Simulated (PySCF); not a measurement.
**A series of derivatives of CS[SiH]1NCC[SiH2]1**

Parent skeleton `[CH3:1][S:2][SiH:3]1[NH:4][CH2:5][CH2:6][SiH2:7]1`; one hydrogen on atom 7 is replaced by X. Hydrogens on one atom are averaged.

Computed data (PySCF): geometry: GFN2-xTB, GIAO PBE0/pcSseg-1 shieldings. Isolated molecule, no relativistic terms, one conformer, equivalent nuclei averaged.

Chemical shifts δ = σref − σ; ¹³C (σref 186.93) and ²⁹Si (σref 349.16) and ¹H (σref 31.72) against TMS; ³³S (σref 503.73) against CS2; NH3 for ¹⁵N (σref 267.73), all at this level.

**Question.** Give δ (ppm) for X = SH, CN, N=CH2, NH2, NHCH3, CH3, C2H5.

**Answer.** 
```tsv
X	SMILES	C1	S2	Si3	N4	C5	C6	Si7	H(C1)	H(Si3)
SH	CS[Si@@H]1NCC[Si@@H]1S	15.8	-136.3	-11.6	58.7	44.9	24.1	-26.2	2.20	5.40
CN	CS[Si@@H]1NCC[Si@H]1C#N	11.1	-194.5	-6.8	44.2	46.3	17.7	-72.1	1.96	5.96
N=CH2	C=N[Si@@H]1CCN[Si@H]1SC	11.0	-196.2	-4.2	43.1	46.2	21.8	-28.6	1.84	5.92
NH2	CS[Si@@H]1NCC[Si@H]1N	16.4	-139.1	-10.4	52.7	45.4	21.6	-23.3	2.09	5.68
NHCH3	CN[Si@@H]1CCN[Si@H]1SC	15.4	-150.5	-15.7	50.1	45.4	20.3	-18.1	2.08	5.57
CH3	CS[Si@@H]1NCC[Si@@H]1C	17.5	-148.8	-9.9	55.4	45.1	17.1	-42.0	2.17	5.31
C2H5	CC[Si@@H]1CCN[Si@@H]1SC	11.5	-209.5	-7.0	43.9	44.9	16.2	-33.1	1.89	5.52
```

**Question.** Which position responds most, and to which substituents?

**Answer.** S2: from -209.5 ppm with C2H5 to -136.3 ppm with SH.

Experimental scales use liquid or dissolved standards, which lie at an offset from isolated NH3 (liquid NH3: subtract about 20 ppm).
